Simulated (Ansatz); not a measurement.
CH3Si (SMILES C[Si]) moved off its minimum; all values from Ansatz (a program for electronic structure), cores frozen in correlated methods. Open shells are unrestricted.
(charge 0, multiplicity 2)
```xyz
5

C     -1.10752     0.01962     0.00979
Si     0.74213     0.01409     0.00804
H     -1.39591    -0.48363    -0.85310
H     -1.50125     1.09534    -0.14498
H     -1.46080    -0.42799     0.90020
```

Forces at r2SCAN/def2-TZVPP (eV/Å):

| atom | Fx | Fy | Fz |
|---|---|---|---|
| C1 | 0.400 | 3.027 | 0.515 |
| Si2 | 0.906 | 0.111 | -0.108 |
| H3 | -0.824 | -1.225 | -1.654 |
| H4 | 0.440 | -1.516 | 0.435 |
| H5 | -0.923 | -0.397 | 0.812 |

**Question.** Give the forces (eV/Å), the total energy and the dipole at MP2/aug-cc-pV(T+d)Z.

**Answer.** 
```tsv
atom	Fx	Fy	Fz
C1	0.070	2.269	0.433
Si2	1.146	0.376	-0.077
H3	-0.944	-0.995	-1.601
H4	0.679	-1.467	0.442
H5	-0.951	-0.183	0.804
```
Energy -328.7559 hartree, dipole 1.50 D.
